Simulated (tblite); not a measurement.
C5H13NOSi2.
SMILES with atom numbers: `[CH3:1][C:2](=[O:3])[NH:4][Si@H:5]1[CH2:6][Si@@H:7]([CH3:8])[CH2:9]1` (hydrogens: H10, H11, H12 on C1; H13 on N4; H14 on Si5; H15, H16 on C6; H17 on Si7; H18, H19, H20 on C8; H21, H22 on C9)

Computed geometry: GFN2-xTB, gas phase.

Question: List the bond lengths, angles and torsions at this level.

Answer: 
```
                  bond  length (Å)
                 C1–C2       1.508
                 C2=O3       1.216
                 C2–N4       1.343
                N4–Si5       1.760
        Si5–C6, Si5–C9       1.913
        C6–Si7, Si7–C9       1.920
                Si7–C8       1.899
C1–H10, C1–H11, C1–H12       1.088
                N4–H13       1.006
               Si5–H14       1.458
        C6–H15, C9–H21       1.086
        C6–H16, C9–H22       1.085
               Si7–H17       1.470
C8–H18, C8–H19, C8–H20       1.086
```

Bonds in one row agree within 0.01 Å and their mean is given. A selection of angles:
```
     angle  degrees
  C1–C2–O3    124.1
  C1–C2–N4    117.5
  O3–C2–N4    118.4
 C2–N4–Si5    112.1
 N4–Si5–C6    106.8
 N4–Si5–C9    113.1
 C6–Si5–C9     88.4
Si5–C6–Si7     91.5
 C6–Si7–C8    113.7
 C6–Si7–C9     88.0
 H13–N4–C2    120.4
H13–N4–Si5    127.5
```

Torsions: C1–C2–N4–Si5 180° (antiperiplanar); C2–N4–Si5–C6 -172° (antiperiplanar); N4–Si5–C6–Si7 109° (anticlinal); Si5–C6–Si7–C8 -111° (anticlinal); C6–Si7–C9–Si5 -5° (synperiplanar); N4–Si5–C9–Si7 -103° (anticlinal).

The 4-membered ring Si5–C6–Si7–C9 has internal angles of 88.0° to 91.6° (sum 360°, against 360° for a flat polygon); it is slightly puckered (a soft mode that the optimisation may not have finished), 0.04 Å rms from its mean plane, widest ring torsion 5°. Si7 (SiH silicon) has angles from 88.0° to 114.8°. N4 (amide nitrogen) is planar (angles 127.5°, 120.4° and 112.1°, sum 360.0°, 0.01 Å off the plane of its three neighbours). Of the pairs four or more bonds apart, O3···H14 is among the closest relative to their van der Waals radii: 2.77 Å, 102 % of the sum of Bondi's values. Si5 (SiH silicon) has angles from 88.4° to 121.8°. The C–Si distances run from 1.899 Å (Si7–C8, drawn single) to 1.922 Å (Si7–C9, drawn single), a spread of 0.023 Å.

Point group: C1 (no symmetry element, even within 0.4 Å). Its GFN2-xTB frequencies are all real (lowest 25 cm⁻¹). One conformer, not necessarily the lowest. 3 starts were optimised and ended at 0.00, 0.05 and 0.46 kcal/mol (GFN2-xTB); the lowest of these is shown.
